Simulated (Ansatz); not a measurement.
Saddle point of GeHBrCl2, singlet (GeBrCl + HCl → GeCl₂ + HBr; bonds formed: Ge1–Cl5, Br2–H3; bonds broken: Ge1–Br2, H3–Cl5), PBE0-D4/def2-TZVP structure:

```xyz
5
angstrom
Ge -0.1355 0.8659 -0.9378
Br 0.0420 -1.7933 -0.6345
H 0.8283 -0.8446 0.4359
Cl -2.0181 1.1525 0.1259
Cl 1.2833 0.6196 1.0106
```

Energies are electronic, without zero-point energy. Barriers and step energies count from the start structure reached by relaxing down the imaginary mode; all methods use the PBE0-D4 structures, on which another method's saddle can fall below an end. Ansatz 0.2.0; basis: def2-TZVPP, with def2-QZVPP for the basis limit; cores frozen in the correlated methods. Filled d shells of the heavier atoms are correlated. The def2 sets are not built for correlating such inner shells, so the correlated values are less sure here. B3LYP uses VWN-RPA correlation. Extrapolation: Hartree–Fock as exp(−7.88 √X), correlation as X^−2.97.

```tsv
method	barrier (kcal/mol)	step energy (kcal/mol)
SPW92	-1.39	2.70
PBE-D4	?	2.51
BLYP-D4	5.48	2.29
r2SCAN-D4	4.32	2.17
B97M-V	8.18	1.19
PBE0-D4	5.73	2.44
B3LYP-D4	7.61	2.24
r2SCAN0-D4	6.65	2.28
BHLYP-D4	11.29	2.20
CAM-B3LYP-D4	9.18	1.79
wB97X-V	9.80	1.64
wB97M-V	9.48	1.92
B2PLYP	8.54	2.08
PBE-QIDH	7.87	2.24
RPA on PBE	9.17	1.43
HF	?	1.66
MP2	?	1.99
CCSD	12.16	1.64
CCSD(T)	10.01	1.76
```

Q: Fill in the withheld barriers. (An estimate is asked for; the value comes from the calculation.)

A: Computed: HF 19.99; PBE-D4 2.83; MP2 7.92 kcal/mol. Each is the energy of the saddle less that of the start structure, by the same method.

For comparison, the barrier by CCSD(T) at an estimated basis limit (MP2 extrapolated from triple and quadruple zeta, plus CCSD(T) − MP2 in triple zeta) is 9.14 kcal/mol.

T1 diagnostic: at most 0.011.

For scale, one of the runs: CCSD(T)/def2-TZVPP, 194 basis functions, launched by `ansatz run in.yaml --threads 4 --pin off --events-out ev --progress --plain --max-ram 9574MiB`. The run took 31 s on 4 CPU threads of an AMD EPYC 9R45 (shared host), with 2.2 GiB of host memory at its peak.
